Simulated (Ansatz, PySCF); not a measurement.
Gas-phase reaction (SMILES): [F][Ge]([Cl])([Cl])[Cl] + Cl (HCl) → [Cl][Ge]([Cl])([Cl])[Cl] [tetrachlorogermane] + F (HF); hydrogen chloride cleaves one Ge-F bond, a model of a ligand-exchange step.

Structures are relaxed separately at B3LYP-D3(BJ)/def2-TZVP in Ansatz (a program for electronic structure). Valence correlation only, unless marked. Spin-orbit coupling is left out. Frozen are the shells of the preceding noble gas and the d and f shells that filled before the atom's block. Non-relativistic. Basis-set limits of correlation are two-point, X^-3; Hartree-Fock from the larger set. Thermal terms are rigid-rotor harmonic-oscillator values from B3LYP-D3(BJ) frequencies (Ansatz or PySCF) at 298.15 K and 1 atm. 1 Eh = 627.5095 kcal/mol.

```csv
species,"E, CCSD(T)/CBS(def2-TZVPPD,def2-QZVPPD) (Ansatz) (Eh)","E, PBE0-D4/def2-TZVPD (Ansatz + dftd4) (Eh)",H - E (Eh)
[F][Ge]([Cl])([Cl])[Cl],-3554.81638,-3556.90837,0.01435
Cl (HCl),-460.37886,-460.66608,0.01000
[Cl][Ge]([Cl])([Cl])[Cl],-3914.80489,-3917.18494,0.01375
F (HF),-100.39266,-100.39487,0.01259
```

Q: Work out ΔE and ΔH at 298.15 K at the first level, then ΔH at the second.

A: 
1. ΔE = [(-3914.80489) + (-100.39266)] - [(-3554.81638) + (-460.37886)] = -0.00231 Eh = -1.4 kcal/mol at CCSD(T)/CBS(def2-TZVPPD,def2-QZVPPD).
2. The terms H - E add up to 0.00199 Eh, so ΔH = (-0.00231 + (0.00199))×627.5095 = -0.2 kcal/mol.
3. At PBE0-D4/def2-TZVPD the same steps give ΔE = -3.4 and ΔH = -2.1 kcal/mol, a shift of -1.9 from the first level.
4. These values are not checked against measurement here, since the tables used lack a sound gas-phase enthalpy of formation for at least one species.
